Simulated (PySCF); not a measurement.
# Indirect couplings

Geometry (Å), atoms numbered from 1 in this order:
```xyz
13

O    -2.3536   -2.2059    0.1722
N    -2.2889   -1.0525   -0.1593
C    -0.9867   -0.4586   -0.0684
C    -0.9093    0.8821   -0.4477
C     0.3166    1.5395   -0.3885
C     1.4476    0.8489    0.0473
C     1.3628   -0.4968    0.4254
C     0.1441   -1.1576    0.3695
H    -1.8234    1.3782   -0.7819
H     0.3938    2.5889   -0.6811
H     2.4108    1.3629    0.0943
H     2.2580   -1.0238    0.7640
H     0.0280   -2.2054    0.6542
```

Couplings: B3LYP/pcJ-1 (spin–dipole term only in couplings to heteroatoms) in PySCF 2.14, geometry PBE0-D3(BJ)/def2-SVP; gas phase, one conformer, non-relativistic. Couplings are averaged over pairs made equivalent by symmetry, fast rotation or ring inversion, so a value needn't be that of the named pair in this geometry, while other rotamers aren't included; one pair stands for each set, and the list holds a selection of those of at least 0.8 Hz over up to four bonds, among pairs with at least one N or C or H atom (others weren't computed).

Isotopes: ¹⁷O, ¹⁵N, ¹³C, ¹H. Couplings to quadrupolar nuclei such as 17O and 33S are rarely resolved in practice.

| pair | bonds | J (Hz) |
| --- | --- | --- |
| O1, N2 | 1 | ? |
| N2, C3 | 1 | 15.7 |
| C3, C4 | 1 | 69.2 |
| C4, C5 | 1 | 62.8 |
| C4, H9 | 1 | 173.2 |
| C5, C6 | 1 | 61.5 |
| C5, H10 | 1 | ? |
| C6, H11 | 1 | 167.8 |
| N2, C4 | 2 | -8.4 |
| C4, C6 | 2 | ? |
| C4, H10 | 2 | 1.8 |
| C5, C7 | 2 | -0.9 |
| C5, H9 | 2 | 1.4 |
| C5, H11 | 2 | 1.7 |
| C6, H10 | 2 | ? |
| O1, C4 | 3 | -5.3 |
| N2, C5 | 3 | -1.5 |
| C3, H10 | 3 | ? |
| C4, C7 | 3 | 6.4 |
| C5, H12 | 3 | 8.3 |
| H10, H11 | 3 | ? |
| N2, C6 | 4 | 0.8 |
| C3, H11 | 4 | ? |
| C4, H12 | 4 | -1.5 |
| H9, H11 | 4 | ? |
| H9, H13 | 4 | 1.6 |

Problem. Estimate the withheld couplings, with signs.

Solution. 
- ¹J(O1,N2) = -227.6 Hz (bond length 1.202 Å)
- ¹J(C5,H10) = 170.3 Hz (bond length 1.092 Å, sp2 carbon)
- ²J(C4,C6) = -1.2 Hz (angle at C5 120°)
- ²J(C6,H10) = 2.1 Hz (angle at C5 120°)
- ³J(C3,H10) = 7.7 Hz (dihedral angle 180°)
- ³J(H10,H11) = 8.2 Hz (dihedral angle 0°)
- ⁴J(C3,H11) = -1.7 Hz
- ⁴J(H9,H11) = 1.0 Hz
